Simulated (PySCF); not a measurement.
## 19F chemical shifts

How the numbers were obtained: shieldings: GIAO PBE0/pcSseg-1, structure optimised with GFN2-xTB, in PySCF 2.14.0 with density-fitted response routines (one conformer, non-relativistic Hamiltonian, no solvent model, averaged over atoms made equivalent by symmetry, fast rotation or ring inversion).

Shieldings were converted by a linear fit to measured shifts: 19F (scatter 6.0 ppm rms, 7.0 ppm with the 5 outliers that the fit left out vs CFCl3, solution or neat liquid, with a term for F on sp3 carbon). A few per cent of atoms miss by over 2 rms, more outside the fitted compound classes.

Question: Give the 19F shifts of `CO[Si@@H]1CC(C(C)=O)=C1F`, `CO[Si@@H]1CC(C(C)=O)=C1F`, `CO[C@@H]1OC[C@H](CC(F)F)O1`.

Answer: 
```tsv
compound	environment	δ (ppm)
CO[Si@@H]1CC(C(C)=O)=C1F	vinylic fluorine	-66.1
CO[Si@@H]1CC(C(C)=O)=C1F	vinylic fluorine	-66.1
[CH3:1][O:2][C@@H:3]1[O:4][CH2:5][C@H:6]([CH2:7][CH:8]([F:9])[F:10])[O:11]1	F9: fluorine of a CF2 group	-119.6
[CH3:1][O:2][C@@H:3]1[O:4][CH2:5][C@H:6]([CH2:7][CH:8]([F:9])[F:10])[O:11]1	F10: fluorine of a CF2 group	-125.1
```

Question: Match the shifts 51.7, -53.1, -72.4, -103.4, -145.2, -190.8 ppm to `C[Si](C)(C)/C=P\C(F)(F)F`, `CC(C)(C)CC(=O)F`, `C=CCC1=C(O[SiH2]O)[C@H]1F`, `C=C(C)[C@H](F)COC`, `C=C=C=CC(F)F`, `C/C([SiH3])=P\CCC(F)(F)F`.

Answer: 51.7: CC(C)(C)CC(=O)F (fluorine bonded to C); -53.1: C[Si](C)(C)/C=P\C(F)(F)F (fluorine of a CF3 group); -72.4: C/C([SiH3])=P\CCC(F)(F)F (fluorine of a CF3 group); -103.4: C=C=C=CC(F)F (fluorine of a CF2 group); -145.2: C=CCC1=C(O[SiH2]O)[C@H]1F (fluorine on an sp3 carbon); -190.8: C=C(C)[C@H](F)COC (fluorine on an sp3 carbon).
